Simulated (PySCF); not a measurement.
**Electronic structure of Rb²⁺ (rubidium, charge +2) at the UHF level**

Configuration: [Ar] 3d10 4s2 4p5, 2P determinant. Computed with PySCF 2.14 in cc-pVDZ-X2C, with the spin-free X2C one-electron Hamiltonian (Gaussian nucleus).

| Item | Value |
| --- | --- |
| Total energy | -2978.001219 hartree |
| One-electron energy | -4101.1510 hartree |
| Hartree (Coulomb) energy | 1222.2403 hartree |
| Exchange energy | -99.0906 hartree |
| ⟨S²⟩ | 0.7509 |
| ⟨L²⟩ | 2.003 |
| Sum of ⟨r⟩ | 22.15 bohr |
| Sum of ⟨r²⟩ | 27.64 bohr² |
| Traceless quadrupole moment −½Σ⟨3z² − r²⟩ along its main axis | 1.35 e·bohr² |
| Langevin diamagnetic susceptibility | -21.9 ×10⁻⁶ cm³/mol |
| Time after the integrals | 0.15 s of wall time on 1 thread of Neoverse-N1 (shared host) |

```json
{"shell": "1s α", "electrons": "1", "mean orbital energy (eV)": "-15312.2", "spread (eV)": "0", "rms radius, mean of both spins (bohr)": "0.0464"}
{"shell": "1s β", "electrons": "1", "mean orbital energy (eV)": "-15312.0", "spread (eV)": "0", "rms radius, mean of both spins (bohr)": "0.0464"}
{"shell": "2s α", "electrons": "1", "mean orbital energy (eV)": "-2132.5", "spread (eV)": "0", "rms radius, mean of both spins (bohr)": "0.192"}
{"shell": "2s β", "electrons": "1", "mean orbital energy (eV)": "-2132.4", "spread (eV)": "0", "rms radius, mean of both spins (bohr)": "0.192"}
{"shell": "2p α", "electrons": "3", "mean orbital energy (eV)": "-1888.1", "spread (eV)": "0.305", "rms radius, mean of both spins (bohr)": "0.171"}
{"shell": "2p β", "electrons": "3", "mean orbital energy (eV)": "-1887.9", "spread (eV)": "0.141", "rms radius, mean of both spins (bohr)": "0.171"}
{"shell": "3s α", "electrons": "1", "mean orbital energy (eV)": "-365.10", "spread (eV)": "0", "rms radius, mean of both spins (bohr)": "0.543"}
{"shell": "3s β", "electrons": "1", "mean orbital energy (eV)": "-364.78", "spread (eV)": "0", "rms radius, mean of both spins (bohr)": "0.543"}
{"shell": "3p α", "electrons": "3", "mean orbital energy (eV)": "-284.10", "spread (eV)": "0.903", "rms radius, mean of both spins (bohr)": "0.557"}
{"shell": "3p β", "electrons": "3", "mean orbital energy (eV)": "-283.67", "spread (eV)": "0.024", "rms radius, mean of both spins (bohr)": "0.557"}
{"shell": "3d α", "electrons": "5", "mean orbital energy (eV)": "-149.69", "spread (eV)": "0.874", "rms radius, mean of both spins (bohr)": "0.577"}
{"shell": "3d β", "electrons": "5", "mean orbital energy (eV)": "-149.44", "spread (eV)": "0.504", "rms radius, mean of both spins (bohr)": "0.577"}
{"shell": "4s α", "electrons": "1", "mean orbital energy (eV)": "-63.124", "spread (eV)": "0", "rms radius, mean of both spins (bohr)": "1.56"}
{"shell": "4s β", "electrons": "1", "mean orbital energy (eV)": "-59.664", "spread (eV)": "0", "rms radius, mean of both spins (bohr)": "1.56"}
{"shell": "4p α", "electrons": "3", "mean orbital energy (eV)": "-41.497", "spread (eV)": "1.885", "rms radius, mean of both spins (bohr)": "1.83"}
{"shell": "4p β", "electrons": "2", "mean orbital energy (eV)": "-39.988", "spread (eV)": "0", "rms radius, mean of both spins (bohr)": "1.83"}
```

Densities and radii are taken from the X2C orbitals without a picture-change correction, which distorts them close to the nucleus.
